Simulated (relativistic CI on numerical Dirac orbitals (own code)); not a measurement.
## Tc⁺: resonant inelastic scattering at the L2,3 edge

Computed with this model: Dirac-Coulomb-Breit CI, KLI orbitals optimised for each configuration, model QED (radiative potential, 1s self-energy scaled to tabulated hydrogen-like ionisation energies), Kramers-Heisenberg scattering through one core-hole configuration in a parametric crystal field, unscaled Slater integrals; configurations [Kr] 4d6 → [He] 2s2 2p5 3s2 3p6 3d10 4s2 4p6 4d7; 80 K; core-hole width 1.6 eV; summed over polarisations. Incident energies are the highest absorption maxima for each field (at most a few, so the weaker spin-orbit partner edge can be absent), on the computed scale of the free ion. Intensities are in per cent of the strongest line above 0.02 eV; levels within 1 cm⁻¹ are merged; final levels count from the ground level, the first row holds all elastic scattering, lines under 0.4 are left out and each table stops after 24 rows. The scale of the Slater integrals is a model choice and moves the terms in proportion. The configuration is assumed, with all valence electrons in the open shell; the free ion's ground configuration is another.

Field parameters in Wybourne normalisation: D3d B²₀ = −7Dσ, B⁴₀ = −14Dq − 21Dτ, B⁴₃ = −14√(10/7) Dq. The field is a parameter set, without covalency.

S is read from ⟨S²⟩ = S(S + 1).

D3d, 10Dq = 13650, Dσ = -1200, Dτ = 50 cm⁻¹:

```csv
Final level (eV),Degeneracy,Irrep,S,2678.4 eV,2794.9 eV
0.000,1,A1,0.15,673.0,60.6
0.242,2,E,1.99,2.3,0.3
0.269,1,A1,1.98,1.5,2.3
0.269,1,A2,1.98,0.9,0.2
0.291,2,E,1.97,1.6,0.2
0.312,2,E,1.96,1.2,0.2
0.335,1,A1,1.94,2.1,4.1
0.662,2,E,1.43,9.5,3.3
0.695,2,E,1.79,1.4,0.4
0.698,1,A1,1.85,3.0,3.1
0.740,2,E,1.20,12.6,6.0
0.775,1,A1,1.11,8.8,15.1
0.776,2,E,1.68,3.3,2.0
0.779,1,A2,1.10,0.9,0.1
0.939,2,E,1.20,5.3,3.3
0.971,1,A1,1.16,13.8,23.5
1.251,2,E,0.96,100.0,4.8
1.257,1,A2,0.98,38.2,4.8
1.281,2,E,1.01,11.3,16.5
1.332,2,E,1.01,35.6,20.9
1.364,1,A1,1.01,16.9,10.3
1.372,1,A2,1.00,2.7,1.2
1.519,2,E,0.20,98.7,49.3
1.692,1,A2,0.15,48.3,19.7
```

D3d, 10Dq = 13650, Dσ = -860, Dτ = 50 cm⁻¹:

```csv
Final level (eV),Degeneracy,Irrep,S,2678.4 eV,2794.9 eV
0.000,1,A1,0.14,653.9,59.5
0.271,2,E,1.99,2.3,0.3
0.295,1,A1,1.98,1.5,2.1
0.298,1,A2,1.98,0.9,0.2
0.316,2,E,1.97,1.9,0.2
0.337,2,E,1.96,1.2,0.2
0.359,1,A1,1.94,2.0,3.8
0.597,1,A1,1.90,2.8,3.5
0.597,2,E,1.87,1.5,0.4
0.599,2,E,1.87,4.2,0.6
0.741,2,E,1.17,19.0,10.6
0.755,2,E,1.16,1.8,0.4
0.782,1,A1,1.10,4.7,7.4
0.803,1,A2,1.10,0.7,0.1
0.896,2,E,1.15,4.1,2.3
0.938,1,A1,1.11,16.9,30.0
1.239,1,A2,0.98,39.7,4.5
1.240,2,E,0.96,92.9,6.2
1.267,2,E,1.01,12.6,15.6
1.319,2,E,1.00,34.9,20.4
1.344,1,A1,1.00,16.9,10.1
1.355,1,A2,1.00,2.0,0.7
1.536,2,E,0.18,100.0,47.2
1.648,1,A2,0.15,48.2,20.1
```

For the first field the strongest loss at the lowest incident energy is the level at 1.25 eV (S = 0.96, against 0.15 in the thermal ground state). Levels of other spin, the first over 8 % at 0.66 eV, appear because spin-orbit coupling of the core hole, and in heavier ions of the valence shell too, mixes spins.
